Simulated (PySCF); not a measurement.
H12NiO6 (SMILES [OH2]->[Ni+2](<-[OH2])(<-[OH2])(<-[OH2])(<-[OH2])<-[OH2]), charge +2, triplet, geometry from GFN2-xTB (such geometries of metal compounds can be far from the true shape); PySCF with PBE/6-31G.

Input for PySCF:
```python
from pyscf import gto, scf, dft

mol = gto.Mole()
mol.atom = '''
    Ni    0.000000    0.000000    0.000000
    O    -0.735553    1.843576   -0.772697
    H    -1.574761    1.839847   -1.251578
    H    -0.164271    2.473733   -1.230213
    O     1.671991    0.968439    0.896349
    H     1.592031    1.817263    1.350096
    H     2.503489    0.999858    0.405193
    O     1.197250   -0.322544   -1.731885
    H     1.767368   -1.102198   -1.758672
    H     0.849415   -0.209270   -2.625731
    O    -1.197250    0.322544    1.731885
    H    -1.767368    1.102198    1.758672
    H    -0.849415    0.209270    2.625731
    O    -1.671991   -0.968439   -0.896349
    H    -1.592031   -1.817263   -1.350096
    H    -2.503489   -0.999858   -0.405193
    O     0.735553   -1.843576    0.772697
    H     0.164271   -2.473733    1.230213
    H     1.574761   -1.839847    1.251578
'''
mol.basis = '6-31g'
mol.charge = 2
mol.spin = 2
mol.verbose = 4
mol.build()

mf = dft.UKS(mol)
mf.xc = 'pbe'
mf.kernel()
mf.analyze()
```

Question: Write the output that PySCF gives for this input, abridged.

Answer: 
```
PySCF version 2.14.0

[INPUT] verbose = 4
[INPUT] num. atoms = 19
[INPUT] num. electrons = 86
[INPUT] charge = 2
[INPUT] spin (= nelec alpha-beta = 2S) = 2
[INPUT] symmetry False subgroup None
[INPUT] Mole.unit = angstrom
[INPUT] Symbol           X                Y                Z      unit          X                Y                Z       unit  Magmom
[...]
nuclear repulsion = 690.023420712571
number of shells = 65
number of NR pGTOs = 270
number of NR cGTOs = 105
basis = 6-31g
ecp = {}

******** <class 'pyscf.dft.uks.UKS'> ********
method = UKS
initial guess = minao
damping factor = 0
level_shift factor = 0
DIIS = <class 'pyscf.scf.diis.CDIIS'>
diis_start_cycle = 1
diis_space = 8
diis_damp = 0
SCF conv_tol = 1e-09
SCF conv_tol_grad = None
SCF max_cycles = 50
direct_scf = True
direct_scf_tol = 1e-13
number electrons alpha = 44  beta = 42
XC library pyscf.dft.libxc version 7.1.2
    S. Lehtola, C. Steigemann, M. J. T. Oliveira, and M. A. L. Marques,  SoftwareX 7, 1–5 (2018)
XC functionals = pbe
    J. P. Perdew, K. Burke, and M. Ernzerhof,  Phys. Rev. Lett. 77, 3865 (1996)
    J. P. Perdew, K. Burke, and M. Ernzerhof,  Phys. Rev. Lett. 78, 1396 (1997)
    J. P. Perdew, K. Burke, and M. Ernzerhof,  Phys. Rev. Lett. 77, 3865 (1996)
    J. P. Perdew, K. Burke, and M. Ernzerhof,  Phys. Rev. Lett. 78, 1396 (1997)
radial grids:
    Treutler-Ahlrichs [JCP 102, 346 (1995); DOI:10.1063/1.469408] (M4) radial grids

becke partition: Becke, JCP 88, 2547 (1988); DOI:10.1063/1.454033
pruning grids: <function nwchem_prune>
grids dens level: 3
symmetrized grids: False
atomic radii adjust function: <function treutler_atomic_radii_adjust>
small_rho_cutoff = 0
Set gradient conv threshold to 3.16228e-05
tot grids = 222832
init E= -1965.05049431424

cycle= 1 E= -1937.55460487189  delta_E= 27.5  |g|= 4.53  |ddm|= 6.65

cycle= 2 E= -1879.72547747432  delta_E= 57.8  |g|= 6.48  |ddm|= 18.5
cycle= 3 E= -1958.88639916668  delta_E= -79.2  |g|= 4.36  |ddm|= 17.2

cycle= 4 E= -1965.0758368514  delta_E= -6.19  |g|= 0.762  |ddm|= 2.33
cycle= 5 E= -1964.79707004476  delta_E= 0.279  |g|= 1.19  |ddm|= 1.23
cycle= 6 E= -1965.27243591408  delta_E= -0.475  |g|= 0.321  |ddm|= 0.755
cycle= 7 E= -1965.27281559605  delta_E= -0.00038  |g|= 0.32  |ddm|= 0.0162
cycle= 8 E= -1965.28100246952  delta_E= -0.00819  |g|= 0.27  |ddm|= 0.063
cycle= 9 E= -1965.30030521829  delta_E= -0.0193  |g|= 0.0319  |ddm|= 0.155
cycle= 10 E= -1965.30062564825  delta_E= -0.00032  |g|= 0.0158  |ddm|= 0.0314
cycle= 11 E= -1965.30070751409  delta_E= -8.19e-05  |g|= 0.00498  |ddm|= 0.0125
cycle= 12 E= -1965.30071825954  delta_E= -1.07e-05  |g|= 0.00024  |ddm|= 0.00546
cycle= 13 E= -1965.30071875705  delta_E= -4.98e-07  |g|= 0.000112  |ddm|= 0.00236
cycle= 14 E= -1965.3007189694  delta_E= -2.12e-07  |g|= 5.15e-05  |ddm|= 0.00201
cycle= 15 E= -1965.30071900241  delta_E= -3.3e-08  |g|= 3.65e-05  |ddm|= 0.000816
cycle= 16 E= -1965.30071900795  delta_E= -5.54e-09  |g|= 1.08e-05  |ddm|= 0.000413
cycle= 17 E= -1965.30071900808  delta_E= -1.36e-10  |g|= 5.14e-06  |ddm|= 5.53e-05
Extra cycle  E= -1965.30071900808  delta_E= 7.28e-12  |g|= 8.66e-06  |ddm|= 1.2e-05
converged SCF energy = -1965.30071900808  <S^2> = 2.0006336  2S+1 = 3.0004223
**** SCF Summaries ****
Total Energy =                       -1965.300719008075475
Nuclear Repulsion Energy =             690.023420712570669
One-electron Energy =                -4073.155915450383873
Two-electron Energy =                 1417.831775729737728
Two-electron Coulomb Energy =         1535.832962872761073
DFT Exchange-Correlation Energy =     -118.001187143023373
**** MO energy ****
                             alpha | beta                alpha | beta
[...]
To work with the spin densities directly, `use mulliken_meta_spin()` only printing them here.

 ** Mulliken spin pop alpha/beta on meta-lowdin orthogonal AOs **
 ** Mulliken Spin Density (per AO)  **
spin_pop of  0 Ni 1s        0.00000
spin_pop of  0 Ni 2s       -0.00000
spin_pop of  0 Ni 3s        0.00002
spin_pop of  0 Ni 4s        0.00220
spin_pop of  0 Ni 5s        0.00022
spin_pop of  0 Ni 2px      -0.00000
spin_pop of  0 Ni 2py      -0.00000
spin_pop of  0 Ni 2pz      -0.00000
spin_pop of  0 Ni 3px       0.00001
spin_pop of  0 Ni 3py       0.00001
spin_pop of  0 Ni 3pz       0.00001
spin_pop of  0 Ni 4px       0.00024
spin_pop of  0 Ni 4py       0.00025
spin_pop of  0 Ni 4pz       0.00025
spin_pop of  0 Ni 5px       0.00000
spin_pop of  0 Ni 5py      -0.00005
spin_pop of  0 Ni 5pz      -0.00005
spin_pop of  0 Ni 3dxy      0.41490
spin_pop of  0 Ni 3dyz      0.31560
spin_pop of  0 Ni 3dz^2     0.24314
spin_pop of  0 Ni 3dxz      0.54295
spin_pop of  0 Ni 3dx2-y2    0.25611
spin_pop of  0 Ni 4dxy      0.00151
spin_pop of  0 Ni 4dyz      0.00128
spin_pop of  0 Ni 4dz^2     0.00108
spin_pop of  0 Ni 4dxz      0.00184
spin_pop of  0 Ni 4dx2-y2    0.00110
spin_pop of  1 O 1s       -0.00000
spin_pop of  1 O 2s        0.00681
spin_pop of  1 O 3s       -0.00008
spin_pop of  1 O 2px       0.00487
spin_pop of  1 O 2py       0.02153
spin_pop of  1 O 2pz       0.00075
spin_pop of  1 O 3px      -0.00014
spin_pop of  1 O 3py      -0.00014
spin_pop of  1 O 3pz      -0.00009
spin_pop of  2 H 1s        0.00116
spin_pop of  2 H 2s       -0.00001
spin_pop of  3 H 1s        0.00159
spin_pop of  3 H 2s       -0.00001
spin_pop of  4 O 1s       -0.00000
spin_pop of  4 O 2s        0.00681
spin_pop of  4 O 3s       -0.00008
spin_pop of  4 O 2px       0.01671
spin_pop of  4 O 2py       0.00191
spin_pop of  4 O 2pz       0.00852
spin_pop of  4 O 3px      -0.00011
spin_pop of  4 O 3py      -0.00010
spin_pop of  4 O 3pz      -0.00016
spin_pop of  5 H 1s        0.00158
spin_pop of  5 H 2s       -0.00001
spin_pop of  6 H 1s        0.00117
spin_pop of  6 H 2s       -0.00001
spin_pop of  7 O 1s       -0.00000
spin_pop of  7 O 2s        0.00681
spin_pop of  7 O 3s       -0.00008
spin_pop of  7 O 2px       0.01322
spin_pop of  7 O 2py       0.00054
spin_pop of  7 O 2pz       0.01336
spin_pop of  7 O 3px      -0.00016
spin_pop of  7 O 3py      -0.00012
spin_pop of  7 O 3pz      -0.00009
spin_pop of  8 H 1s        0.00117
spin_pop of  8 H 2s       -0.00001
spin_pop of  9 H 1s        0.00159
spin_pop of  9 H 2s       -0.00001
spin_pop of  10 O 1s       -0.00000
spin_pop of  10 O 2s        0.00681
spin_pop of  10 O 3s       -0.00008
spin_pop of  10 O 2px       0.01322
spin_pop of  10 O 2py       0.00054
spin_pop of  10 O 2pz       0.01336
spin_pop of  10 O 3px      -0.00016
spin_pop of  10 O 3py      -0.00012
spin_pop of  10 O 3pz      -0.00009
spin_pop of  11 H 1s        0.00117
spin_pop of  11 H 2s       -0.00001
spin_pop of  12 H 1s        0.00159
spin_pop of  12 H 2s       -0.00001
spin_pop of  13 O 1s       -0.00000
spin_pop of  13 O 2s        0.00681
spin_pop of  13 O 3s       -0.00008
spin_pop of  13 O 2px       0.01671
spin_pop of  13 O 2py       0.00191
spin_pop of  13 O 2pz       0.00852
spin_pop of  13 O 3px      -0.00011
spin_pop of  13 O 3py      -0.00010
spin_pop of  13 O 3pz      -0.00016
spin_pop of  14 H 1s        0.00158
spin_pop of  14 H 2s       -0.00001
spin_pop of  15 H 1s        0.00117
spin_pop of  15 H 2s       -0.00001
spin_pop of  16 O 1s       -0.00000
spin_pop of  16 O 2s        0.00681
spin_pop of  16 O 3s       -0.00008
spin_pop of  16 O 2px       0.00487
spin_pop of  16 O 2py       0.02153
spin_pop of  16 O 2pz       0.00075
spin_pop of  16 O 3px      -0.00014
spin_pop of  16 O 3py      -0.00014
spin_pop of  16 O 3pz      -0.00009
spin_pop of  17 H 1s        0.00159
spin_pop of  17 H 2s       -0.00001
spin_pop of  18 H 1s        0.00116
spin_pop of  18 H 2s       -0.00001
 ** Mulliken Spin Density (per atom)  **
spin density of  0 Ni =      1.78262
spin density of  1 O =      0.03352
spin density of  2 H =      0.00115
spin density of  3 H =      0.00158
spin density of  4 O =      0.03350
spin density of  5 H =      0.00157
spin density of  6 H =      0.00116
spin density of  7 O =      0.03348
spin density of  8 H =      0.00115
spin density of  9 H =      0.00158
spin density of  10 O =      0.03348
spin density of  11 H =      0.00115
spin density of  12 H =      0.00158
spin density of  13 O =      0.03350
spin density of  14 H =      0.00157
spin density of  15 H =      0.00116
spin density of  16 O =      0.03352
spin density of  17 H =      0.00158
spin density of  18 H =      0.00115
 ** Mulliken pop alpha/beta on meta-lowdin orthogonal AOs **
 ** Mulliken pop       alpha | beta **
In total            44.00000 | 42.00000
 ** Mulliken atomic charges   ( Nelec_alpha | Nelec_beta ) **
charge of  0Ni =      1.29598  (    14.24332     12.46070 )
charge of  1O =     -0.61615  (     4.32483      4.29132 )
charge of  2H =      0.36652  (     0.31731      0.31616 )
charge of  3H =      0.36697  (     0.31730      0.31573 )
charge of  4O =     -0.61616  (     4.32483      4.29133 )
charge of  5H =      0.36697  (     0.31730      0.31573 )
charge of  6H =      0.36653  (     0.31731      0.31616 )
charge of  7O =     -0.61617  (     4.32483      4.29134 )
charge of  8H =      0.36653  (     0.31731      0.31616 )
charge of  9H =      0.36697  (     0.31730      0.31573 )
charge of  10O =     -0.61617  (     4.32483      4.29134 )
charge of  11H =      0.36653  (     0.31731      0.31616 )
charge of  12H =      0.36697  (     0.31730      0.31573 )
charge of  13O =     -0.61616  (     4.32483      4.29133 )
charge of  14H =      0.36697  (     0.31730      0.31573 )
charge of  15H =      0.36653  (     0.31731      0.31616 )
charge of  16O =     -0.61615  (     4.32483      4.29132 )
charge of  17H =      0.36697  (     0.31730      0.31573 )
charge of  18H =      0.36652  (     0.31731      0.31616 )

WARN: System has nonzero charge 2; the dipole moment is origin-dependent.
Location of origin: [0. 0. 0.]

Dipole moment(X, Y, Z, Debye):  0.00000, -0.00000,  0.00000
```
